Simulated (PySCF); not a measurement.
# Relaxation of triplet WS2

Computed with UB3LYP in PySCF with W def2-SVP with ECP60, S def2-SVP; scalar-relativistic core potentials, no spin–orbit coupling; density-fitted integrals. A (50,194) grid was used.

A hand-made bent start, of C2v symmetry, held to at least that symmetry:

```xyz
3
charge 0 multiplicity 3, angstrom
W     0.0000    0.0000   -0.3166
S     1.7530    0.0000    0.9109
S    -1.7530    0.0000    0.9109
```

Q: What does it relax to?

A: It ends at C2v with W–S 2.139 Å (×2); S–W–S 113.4°. A frequency run shows a minimum.

Q: How much energy is released, and in how many steps?

A: 1.1 kJ/mol in 3 steps.

With open d or f shells other occupations or spin states may lie lower. Spin–orbit coupling, left out here, can matter for elements this heavy.
